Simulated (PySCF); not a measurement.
# What a mistake does to a calculation on AlBCGeH6

Calculated results; nothing here was measured. They come from PySCF 2.14.0, an open-source quantum chemistry program, on an isolated molecule that a program drew, which may never have been made. The molecule is AlBCGeH6 (charge 0, singlet), drawn as the SMILES string `[BH2][GeH]([CH3])[Al]`.

Each row is a Hartree-Fock (HF) and frozen-core CCSD(T) single point in the cc-pV(D+d)Z basis, meant for a local HF minimum. Run 1 is clean. Each other run has one planted mistake out of seven kinds, and not every kind appears here: one electron removed, one electron added, multiplicity raised by two, geometry at a saddle point, minimal basis STO-3G, one bond length entered in bohr, all coordinates scaled. The reference is restricted for singlets and unrestricted otherwise, and also for a bond in bohr. Adding or removing an electron swaps singlet and doublet. Electrons count all cores. HOMO and LUMO are orbital energies over both spins, the gradient is its largest component, and the lowest frequency (negative if imaginary) is given only where the gradient is small. Bond lengths are over the 9 bonds as drawn. T1 is the CCSD diagnostic: over 0.02 (restricted) or 0.045 (unrestricted) a single reference is doubtful. Germanium has the cc-pVDZ-PP basis, with a core potential (ECP10MDF) in place of its 10 inner electrons, and its 3s, 3p and 3d shells are frozen in CCSD(T).

Geometry of the clean run:
```xyz
10
AlBCGeH6, angstrom
B     0.3444    1.7829    0.0552
Ge   -0.1337   -0.2286    0.0948
C     1.2088   -1.3374   -0.8755
Al   -2.5741   -0.7449   -0.7896
H     0.9584    2.2627   -0.8607
H    -0.0652    2.5334    0.8998
H    -0.1436   -0.7190    1.5685
H     2.1910   -1.2492   -0.4071
H     0.9250   -2.3922   -0.8750
H     1.2926   -1.0033   -1.9124
```

```
run,electrons,basis functions,<S^2>,HOMO (eV),LUMO (eV),gradient (hartree/bohr),lowest frequency (cm^-1),mean bond (Å),longest bond (Å),T1,HF (hartree),CCSD(T) (hartree),mistake
1,62,104,0.000,-7.04,0.45,6.6e-06,84,1.5491,2.647,0.0183,-601.28888,-601.73734,no fault
2,63,104,0.873,-0.71,5.33,1.2e-02,-,1.5491,2.647,0.0455,-601.29285,-601.75759,one electron added
3,61,104,0.795,-13.79,-5.45,3.5e-02,-,1.5491,2.647,0.0183,-601.06064,-601.47577,one electron removed
4,62,104,0.872,-7.29,0.41,1.9e-02,-,1.6680,2.647,0.0786,-601.17204,-601.62138,one bond length entered in bohr
5,62,104,2.032,-6.17,-0.08,8.8e-03,-,1.5491,2.647,0.0276,-601.25895,-601.68698,multiplicity raised by two
6,62,104,0.000,-7.06,0.41,1.9e-02,-,1.5925,2.721,0.0179,-601.28337,-601.73462,?
```

**Which mistake was planted in run 6, and what did it cost?**

The mean and the longest bond both change by the same factor, 1.028, and the gradient is no longer small. So the mistake is: all coordinates scaled. Subtracting run 1 and multiplying by 627.51 kcal/mol a hartree, the energy moved by 3.5 kcal/mol in HF and 1.7 kcal/mol in CCSD(T).

Cautions from the logs. Run 2: T1 is over the limit, so its CCSD(T) energy is less reliable; run 4: T1 is over the limit, so its CCSD(T) energy is less reliable.
